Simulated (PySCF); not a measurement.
Relaxation of sextet [RuO2]-

Computed with UPBE0/[Ru def2-SVPD with ECP28, O def2-SVPD], scalar-relativistic core potentials, density fitting, no spin–orbit coupling, PySCF. A (50,194) grid was used.

A hand-made side-on start, of C2v symmetry, held to at least that symmetry:

Coordinates in bohr (charge -1 multiplicity 6):
```
Ru    0.0000    0.0000   -0.8060
O     1.3228    0.0000    2.5676
O    -1.3228    0.0000    2.5676
```

At each step, columns x, y, z (Å) and Fx, Fy, Fz (eV/Å):

```
step 0  E − E(last) = 16.68 kJ/mol
Ru   0.000   0.000  -0.427   0.000   0.000  -3.023
O    0.700   0.000   1.359   1.545   0.000   1.512
O   -0.700   0.000   1.359  -1.545   0.000   1.512
step 1  E − E(last) = 1.89 kJ/mol
Ru   0.000   0.000  -0.469   0.000   0.000  -0.910
O    0.720   0.000   1.380   0.020   0.000   0.455
O   -0.720   0.000   1.380  -0.020   0.000   0.455
step 2  E − E(last) = 0.17 kJ/mol
Ru   0.000   0.000  -0.490   0.000   0.000  -0.237
O    0.718   0.000   1.390  -0.064   0.000   0.118
O   -0.718   0.000   1.390   0.064   0.000   0.118
step 3  E − E(last) = 0.00 kJ/mol
Ru   0.000   0.000  -0.498   0.000   0.000  -0.021
O    0.716   0.000   1.395  -0.015   0.000   0.011
O   -0.716   0.000   1.395   0.015   0.000   0.011
step 4  E − E(last) = 0.00 kJ/mol
Ru   0.000   0.000  -0.499   0.000   0.000   0.001
O    0.715   0.000   1.395  -0.002   0.000   0.000
O   -0.715   0.000   1.395   0.002   0.000   0.000
```

It ends at C2v with O–O 1.430 Å, Ru–O 2.024 Å (×2); O–O–Ru 69.3° (×2), O–Ru–O 41.4°. A frequency run shows a minimum. Other isomers or separated fragments may lie lower.

With open d or f shells other occupations or spin states may lie lower. At this level a doublet minimum of C2v symmetry lies 396 kJ/mol below this structure.

The relaxation took roughly 20 core-seconds on a shared host.
